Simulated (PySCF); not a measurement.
**Static response to an electric field**

Species: butyl(isobutyl)(tert-butyl)phosphan, C12H27P.
Geometry (PBE0-D3(BJ)/def2-SVP, Å), atoms numbered from 1 in this order:
```xyz
40
C12H27P angstrom
C      4.773    1.235    0.257
C      3.479    1.116   -0.531
C      2.330    0.532    0.280
C      1.029    0.425   -0.507
P     -0.406   -0.238    0.481
C     -1.798    0.484   -0.523
C     -2.147    1.924   -0.129
C     -2.755    1.993    1.267
C     -3.070    2.555   -1.166
C     -0.482   -2.062   -0.029
C      0.838   -2.712    0.390
C     -0.717   -2.291   -1.519
C     -1.623   -2.686    0.779
H      5.108    0.251    0.624
H      4.645    1.886    1.137
H      5.586    1.656   -0.353
H      3.183    2.108   -0.915
H      3.645    0.489   -1.426
H      2.625   -0.460    0.662
H      2.157    1.151    1.178
H      0.726    1.432   -0.842
H      1.175   -0.168   -1.428
H     -1.548    0.435   -1.597
H     -2.688   -0.153   -0.377
H     -1.208    2.511   -0.118
H     -3.720    1.460    1.296
H     -2.092    1.529    2.013
H     -2.941    3.035    1.570
H     -3.316    3.596   -0.903
H     -4.018    1.996   -1.237
H     -2.610    2.558   -2.167
H      1.682   -2.351   -0.218
H      0.781   -3.805    0.255
H      1.069   -2.513    1.449
H     -1.700   -1.919   -1.845
H      0.052   -1.805   -2.140
H     -0.684   -3.370   -1.746
H     -2.598   -2.236    0.532
H     -1.460   -2.562    1.861
H     -1.696   -3.766    0.565
```

Level: CAM-B3LYP/def2-SVPD (PySCF), static field, nuclei fixed, core orbitals frozen in the response. The polarisability tensor in these axes (au):

```
x   190.04  -2.80   1.24
y    -2.80 181.69  -1.96
z     1.24  -1.96 152.42
```

Question: Diagonalise the tensor; give its mean and Δα, where Δα² is half the sum of the squared differences of the eigenvalues.

Answer: Principal values 152.26, 180.92 and 190.97 au; mean 174.72 au = 25.89 Å³ = 28.81 × 10⁻⁴⁰ C²·m²/J; Δα = 34.79 au (20 % of the mean).

Question: What is the dipole moment, and where does it point?

Answer: (0.08, -0.22, -1.14) D, 1.17 D in size, pointing from the negative to the positive side. Measured along this direction, the outermost atoms are H27 and H28 at the negative end and H36 at the positive end.

Question: In TDDFT the mean static polarisability is Σ f/ω² over all singlet excitations (ω in hartree). How much of it do the 10 lowest give? Their energies (eV) and oscillator strengths: 6.25, 0.0979; 6.41, 0.0983; 6.56, 0.0430; 6.80, 0.0538; 6.91, 0.0456; 7.24, 0.0116; 7.40, 0.0273; 7.57, 0.0124; 7.74, 0.0019; 7.84, 0.0159.

Answer: They add up to 6.84 au, 3.9 % of the 174.72 au; the largest single term is 1.86 au, from the state at 6.25 eV. Terms in order: 1.86, 1.77, 0.74, 0.86, 0.71, 0.16, 0.37, 0.16, 0.02, 0.19 au. Higher excitations give the rest. The strengths listed sum to 0.408.

Question: Find the Langevin capture rate constant for O2+ (31.990 u) meeting this molecule (202.185 u), k = 2.342 × 10⁻⁹ cm³/s × √(α in Å³ / reduced mass in u).

Answer: The reduced mass is 27.62 u, so k = 2.27 × 10⁻⁹ cm³/s. The formula leaves out the permanent dipole, which adds to the capture rate.

Question: Molar refractivity from α?

Answer: Lorentz–Lorenz: R = (4π/3)N_A α = 2.5225 cm³/(mol·Å³) × 25.89 Å³ = 65.3 cm³/mol, in the limit of long wavelengths.

Question: Rayleigh depolarisation ratio (linearly polarised light, static tensor)?

Answer: ρ = 3Δα²/(45ᾱ² + 4Δα²) = 3630.8/(1373670 + 4841.0) = 0.00263.

Question: Give the principal axes and the span of the nuclei along them.

Answer: Largest value along (0.95, -0.30, 0.05), where the nuclei span 9.31 Å; middle along (0.30, 0.95, -0.05), 7.40 Å; least along (-0.03, 0.06, 1.00), 4.42 Å. The response follows the extents in order.

Geometry: PBE0-D3(BJ)/def2-SVP, one conformer, isolated molecule.

The run behind these numbers computed excited states as well. On Intel Xeon 6975P-C, one thread, shared host with 192 logical CPUs at a one-minute load of 18, this took 10 min wall and 2.7 GiB of memory at its peak.
